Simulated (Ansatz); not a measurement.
`C[BH-](C)[OH2+]`, relaxed with RKS PBE0-D4/def2-TZVP in the Gaussian-basis code of Ansatz from a PBE-D4/def2-SVP geometry. The force threshold is 0.005 eV/Å; the program also tests the step.

Charge 0, multiplicity 1.

Start:

```xyz
13

C    -1.488   -0.132   -0.398
B     0.098   -0.367   -0.369
C     1.035    0.940   -0.281
O     0.342   -1.165    1.187
H    -2.080   -1.068   -0.323
H    -1.852    0.569    0.389
H    -1.762    0.337   -1.368
H     0.519   -1.261   -1.107
H     0.991    1.474   -1.256
H     2.115    0.726   -0.113
H     0.712    1.683    0.485
H     0.057   -0.515    1.864
H     1.314   -1.222    1.290
```

**Question.** By how much does the energy fall, and how many steps does the optimiser take? (Estimate.)

**Answer.** The calculation gave: 0.05 eV, in 5 steps, 1 of them rejected.

**Question.** Which bonds change most? (An estimate is asked.)

**Answer.** Ansatz gave: B2–H8 from 1.234 to 1.212 Å; C3–H10 from 1.114 to 1.097 Å; C3–H11 from 1.115 to 1.098 Å; C1–H7 from 1.112 to 1.096 Å.

**Question.** Give the relaxed structure. (An estimate is asked.)

**Answer.** The calculation gave: 
```xyz
13

C    -1.474   -0.127   -0.398
B     0.101   -0.355   -0.373
C     1.028    0.944   -0.290
O     0.341   -1.145    1.181
H    -2.050   -1.052   -0.304
H    -1.828    0.573    0.371
H    -1.754    0.319   -1.359
H     0.520   -1.240   -1.088
H     0.979    1.475   -1.248
H     2.091    0.731   -0.124
H     0.706    1.666    0.473
H     0.051   -0.529    1.865
H     1.291   -1.260    1.295
```
